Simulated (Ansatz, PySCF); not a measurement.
H3As, charge -1, doublet, at the geometry of the source list (a state made from the parent by changing its charge; the spin is typed, not shown lowest) (in this run its highest filled SCF level lies above zero, so its values depend strongly on the basis, on diffuse functions most of all). Base run: BLYP/6-31G* run with PySCF.

Input for PySCF:
```python
from pyscf import gto, scf, dft

mol = gto.Mole()
mol.atom = '''
    As    0.00400000   -0.00260000    0.65880000
    H    -0.72090000   -0.97200000   -0.22550000
    H    -0.48990000    1.11570000   -0.20830000
    H     1.20680000   -0.14110000   -0.22500000
'''
mol.basis = '6-31g*'
mol.charge = -1
mol.spin = 1
mol.verbose = 4
mol.build()

mf = dft.UKS(mol)
mf.xc = 'blyp'
mf.kernel()
```

The same geometry, method and basis name were run in Ansatz (a quantum-chemistry and plane-wave program) and PySCF, at each program's defaults and at the settings that a row names. The base is PySCF at its defaults. Differences at the defaults can come from grids, fitting, cores and function types together.

```
code and settings                                                               ΔE vs base (mEh)  basis functions       E (Eh)  SCF cycles
------------------------------------------------------------------------------  ----------------  ---------------  -----------  ----------
PySCF, defaults (exact integrals, its default grid, spherical functions)                   0.000               38  -2237.28612          17
Ansatz, defaults (factorised integrals, its default grid, Cartesian functions)            -7.747               41  -2237.29387           -
PySCF, density fitting with def2-universal-jkfit                                          -0.273               38  -2237.28639          17
PySCF, fine grid                                                                          -0.001               38  -2237.28612          17
Ansatz, high accuracy, Cartesian functions as the basis file defines them                 -7.746               41  -2237.29387           -
```

Open shells are given as the SCF converged; they aren't shown to be the lowest states, and a large step between rows can be another state.
